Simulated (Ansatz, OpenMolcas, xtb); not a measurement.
# Ligand exchange: HBr + C2H3Cl2F → CH4 + CBrCl2F

Species: HBr (hydrogen bromide), singlet; C2H3Cl2F (1,1-dichloro-1-fluoroethane) `CC(F)(Cl)Cl`, singlet; CH4 (methane) `C`, singlet; CBrCl2F `FC(Cl)(Cl)Br`, singlet. The partners trade Br for CH3: H–Br and C–CH3 bonds give way to H–CH3 and C–Br.

Shapes, held fixed at every level: PBE0-D4/def2-TZVP. Programs: Ansatz 0.2.0, OpenMolcas 26.06, xtb 6.7.1. The zero-point and thermal change to 298 K, harmonic and unscaled (PBE0-D4/def2-TZVP), is +2.1 kJ/mol.

| level | kind | ΔH(298 K) (kJ/mol) | less CCSD(T)/def2-TZVPP |
| --- | --- | --- | --- |
| GFN1-xTB | semi-empirical | +35.1 | -31.8 |
| HF/def2-TZVPP | Hartree–Fock | +82.7 | +15.8 |
| SPW92/def2-TZVPP | LDA | +60.5 | -6.4 |
| PBE-D4/def2-TZVPP | GGA | +51.0 | -15.9 |
| B3LYP/6-31G* (spherical functions) | global hybrid | +57.8 | -9.1 |
| r2SCAN0-D4/def2-TZVPP | global hybrid | +66.3 | -0.6 |
| CCSD/def2-TZVPP | coupled cluster or CI | +70.9 | +4.0 |
| CCSD(T)/def2-TZVPP | coupled cluster or CI | +66.9 | 0.0 |

The highest level, CCSD(T)/def2-TZVPP, gives ΔH(298 K) = +66.9 kJ/mol; the levels span +35.1 to +82.7. The column of differences is taken from that level and isn't an error. No measured value is set beside it here. Relativity is left out for Br. Outer-core shells of Br are correlated in most correlated rows, in sets that cover them unevenly.
